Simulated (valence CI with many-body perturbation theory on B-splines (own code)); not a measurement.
The numbers below are computed, except where a source is named.
Sensitivity of CI+MBPT for Ba L

Method: configuration interaction combined with many-body perturbation theory (CI+MBPT): five valence electrons over a frozen Dirac-Fock core [He], radial functions for each j: 6 s, 6 p, 5 d, 3 f, 1 g, with the one-electron correlation potential Σ1, the two-electron term Σ2, the three-electron term Σ3, Breit, model QED; selected CI, second order for the rest, scaled by the run's own slope (own B-spline code, finite nucleus).

The last digits are not significant, and no measured levels were compared; by estimate large intervals hold to a few tenths of a per cent, small ones and those within an open d or f shell to about a per cent. Among the levels kept, up to 2000 cm⁻¹ of a level comes from second order outside the variational space, and about a tenth of that is noise between levels of different J, which matters for small intervals.

The reference run has the lowest level (2s^2 2p1/2^2 2p3/2) J=3/2 and an ionisation energy of 9077.95 eV. Its largest variational space holds 10000 state functions.

Levels are named by their leading jj configuration (3d3/2^4 stands for four electrons in 3d with j = 3/2), which in mixed levels can hold well under half, so a name can repeat and another be missing. Letters in brackets count levels of one name in rising energy.

Changed runs:
A. highest l in the core sums 6 → 7
B. natural orbitals for correlation on → off
C. scale of Σ2 1 → 1.2
D. correlating orbitals by l 3 3 3 2 1 → 0 0 0 0 0 (bad on purpose)

Excitation energies of the reference run in cm⁻¹, and shifts in cm⁻¹:

```
                       Level  Reference         A      B        C       D
  (2s^2 2p1/2 2p3/2^2) J=3/2    3076760      -0.3  -1671      -58   -1437
  (2s^2 2p1/2 2p3/2^2) J=5/2    3242520      -0.3    +20     +6.0    +435
  (2s^2 2p1/2 2p3/2^2) J=1/2    3509590      -0.3   +378      +98    +165
  (2s 2p1/2^2 2p3/2^2) J=5/2    4926560      +1.5   +406     -376    +525
  (2s 2p1/2^2 2p3/2^2) J=1/2    5509440      +1.5  +3951     -388   +4878
  (2s 2p1/2^2 2p3/2^2) J=3/2    5522050      +1.5  +4602     -639   +6324
        (2s^2 2p3/2^3) J=3/2    6596270      -0.7  -1053      +66    -974
(2s 2p1/2 2p3/2^3) J=3/2 [a]    8170500      +1.1   -360     -338    -265
    (2s 2p1/2 2p3/2^3) J=5/2    8441680      +1.2  +2139     -380   +3082
    (2s 2p1/2 2p3/2^3) J=1/2    8758240      +1.1  +3263     -644   +4832
(2s 2p1/2 2p3/2^3) J=3/2 [b]    8846620      +1.2  +4750     -627   +6750
     (2p1/2^2 2p3/2^3) J=3/2   10890900      +3.0  +9349    -1147  +13757
      Ionisation energy (eV)    9077.95  -0.00033  -0.97  +0.0077   -1.06
```
